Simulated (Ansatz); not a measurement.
H4N2Sn, SMILES `[NH2][Sn][NH2]`, relaxed with RKS PBE0-D4/def2-TZVP in Ansatz from a PBE-D4/def2-SVP geometry. The force threshold is 0.005 eV/Å; the program also tests the step.

Charge 0, multiplicity 1. Sn: def2 effective core potential.

Start:

```xyz
7

N     1.384   -0.548   -0.232
Sn    0.555    0.992    0.856
N    -1.370    0.572    0.254
H     0.883   -1.190   -0.853
H     2.394   -0.705   -0.286
H    -2.183    1.082    0.609
H    -1.662   -0.204   -0.348
```

| step | energy (eV) | largest force (eV/Å) | largest move (Å) |
| --- | --- | --- | --- |
| 1 | -8875.5337 | 0.734 | 0.000 |
| 2 | -8875.5849 | 0.253 | 0.039 |
| 3 | -8875.5870 | 0.057 | 0.032 |
| 4 | -8875.5873 | 0.034 | 0.026 |
| 5 | -8875.5874 | 0.015 | 0.013 |
| 6 | -8875.5875 | 0.009 | 0.007 |
| 7 | -8875.5875 | 0.000 | 0.004 |

End:

```xyz
7

N     1.364   -0.522   -0.249
Sn    0.542    0.969    0.835
N    -1.350    0.547    0.271
H     0.866   -1.177   -0.832
H     2.356   -0.697   -0.270
H    -2.145    1.074    0.595
H    -1.633   -0.195   -0.351
```

It took 10 s on 4 threads of an Arm Neoverse V1 on a shared host, with 0.27 GiB of host memory at the peak.
